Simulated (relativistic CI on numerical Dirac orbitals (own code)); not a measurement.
**Slater and spin-orbit integrals, Au XXIII**

These numbers are calculated, not measured: Dirac-Coulomb-Breit CI, KLI orbitals optimised for each configuration, model QED, unscaled Slater integrals (own radial code, finite nucleus).

Slater integrals F^k, G^k are unscaled and averaged over j, outside the closed core [Ar] 3d10; ζ comes from projecting the Hamiltonian with its Breit term on Σ l·s of the shell.

- 4s²4p⁶4d¹⁰4f¹¹: F^2(4f,4f) = 230210, F^4(4f,4f) = 148540, F^6(4f,4f) = 108130, ζ(4f) = 9506 cm⁻¹; <r>(4f) = 0.4449, <r^2>(4f) = 0.2306 (bohr units).
- 4s²4p⁶4d¹⁰4f¹⁰5s: F^2(4f,4f) = 232930, F^4(4f,4f) = 150420, F^6(4f,4f) = 109530, ζ(4f) = 9753, G^3(4f,5s) = 36592 cm⁻¹; <r>(4f) = 0.4406, <r^2>(4f) = 0.226, <r>(5s) = 0.788, <r^2>(5s) = 0.6913 (bohr units).
- 4s²4p⁶4d¹⁰4f⁹5s²: F^2(4f,4f) = 235850, F^4(4f,4f) = 152440, F^6(4f,4f) = 111040, ζ(4f) = 10003 cm⁻¹; <r>(4f) = 0.436, <r^2>(4f) = 0.2211 (bohr units).

Averages of the first 10 configurations, taken without configuration mixing, which lowers the lowest level and can move excited configurations by several eV; other configurations of the list can lie among them:

```csv
Configuration,Parity,States,Average energy above the lowest level (eV)
4s²4p⁶4d¹⁰4f¹¹,odd,364,12.2
4s²4p⁶4d¹⁰4f¹⁰5s,even,2002,66.5
4s²4p⁶4d¹⁰4f⁹5s²,odd,2002,129.8
4s²4p⁶4d¹⁰4f¹⁰5p,odd,6006,131.3
4s²4p⁶4d⁹4f¹²,even,910,273.8
4s²4p⁶4d¹⁰4f¹⁰5d,even,10010,216.7
4s²4p⁶4d⁸4f¹³,odd,630,537.4
4s²4p⁵4d¹⁰4f¹²,odd,546,515.3
4s²4p⁶4d¹⁰4f¹⁰6s,even,2002,313.8
4s²4p⁴4d¹⁰4f¹³,odd,210,1018.8
```
